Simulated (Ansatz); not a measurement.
Species: CH12Si4, SMILES `[SiH3]C([SiH3])([SiH3])[SiH3]` (charge 0, multiplicity 1).

Q: Give a relaxed geometry from PBE0-D3(BJ)/def2-SVP (Ansatz, a first-principles code).

A: the end point of this relaxation (outside a Z-matrix the atoms follow the SMILES, hydrogens last).
Z-matrix (Å, degrees):
```
C
Si 1 1.8923
H 2 1.4957 1 110.23
H 2 1.4957 3 108.70 1 120.92
H 2 1.4957 3 108.70 4 118.17
Si 1 1.8923 2 109.47 3 60.00
H 6 1.4957 1 110.23 2 180.00
H 6 1.4957 7 108.70 1 -120.92
H 6 1.4957 7 108.70 8 -118.17
Si 1 1.8923 2 109.47 3 -60.00
H 10 1.4957 1 110.23 2 59.99
H 10 1.4957 11 108.70 1 120.92
H 10 1.4957 11 108.70 12 118.17
Si 1 1.8923 2 109.47 3 180.00
H 14 1.4957 1 110.23 2 60.01
H 14 1.4957 15 108.70 1 120.92
H 14 1.4957 15 108.70 16 118.17
```
